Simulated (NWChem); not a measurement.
# Cl4Se

SMILES: Cl[Se](Cl)(Cl)Cl
```xyz
5

Se     0.0000     0.0000    -0.4073
Cl     0.0000    -1.7112     0.9774
Cl    -2.3581     0.0000    -0.5700
Cl     0.0000     1.7112     0.9774
Cl     2.3581     0.0000    -0.5700
```
Charge 0, spin multiplicity 1.

Program: NWChem. Structure: optimised with B3LYP/def2-SVP, a minimum by its harmonic frequencies.

Symmetry labels belong to the abelian group C2v used in the runs, with the axes of the coordinates shown; states degenerate in a higher group split over its labels.

The Hamiltonian is non-relativistic. B3LYP has NWChem's definition, with VWN1-RPA local correlation. The structure started from a generated list of species.

Problem. List the lowest 4 singlet excitations that TD-B3LYP/def2-SVP, VWN1-RPA local correlation gives, with oscillator strengths.

Solution. 
| state | symmetry | energy (eV) | wavelength (nm) | f |
|---|---|---|---|---|
| 1 | a1 | 2.66 | 466 | 0.003 |
| 2 | a2 | 3.00 | 414 | 0.000 |
| 3 | b2 | 3.02 | 410 | 0.004 |
| 4 | b1 | 3.15 | 394 | 0.004 |
